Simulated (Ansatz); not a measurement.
`CBB(C)F` + `[CH3][Al]([F])[GeH3]` → `C[B](F)[GeH3]` + `C[BH][Al]([CH3])[F]`  (redistribution)

Isolated molecules relaxed with PBE0-D4/def2-TZVP in Ansatz; ΔE leaves out vibrations. CCSD(T)/CBS is the MP2 limit (def2-TZVPP, def2-QZVPP) plus CCSD(T) − MP2 in def2-TZVPP, frozen cores. DFT in def2-TZVPP. For Ge outer-core shells are correlated without core-valence functions, which leaves a few kJ/mol of doubt a bond. Scalar relativity is left out up to krypton. One conformer a species, not always the lowest.

```tsv
species	PBE0-D4 energy (Eh)
`CBB(C)F`	-229.83252
`[CH3][Al]([F])[GeH3]`	-2460.62590
`C[B](F)[GeH3]`	-2243.08636
`C[BH][Al]([CH3])[F]`	-447.35193
```

Problem. Work out ΔE.

Solution. ΔE = (-2243.08636) + (-447.35193) − (-229.83252) − (-2460.62590) = 0.02013 Eh = +12.6 kcal/mol. CCSD(T)/CBS gives +11.9 kcal/mol.

Largest T1 diagnostic among the species: 0.013.

In def2-TZVPP, CCSD(T) changes the Hartree–Fock value by −1.4 kcal/mol (the triples alone add −0.2 kcal/mol) and MP2 by −1.1 kcal/mol.
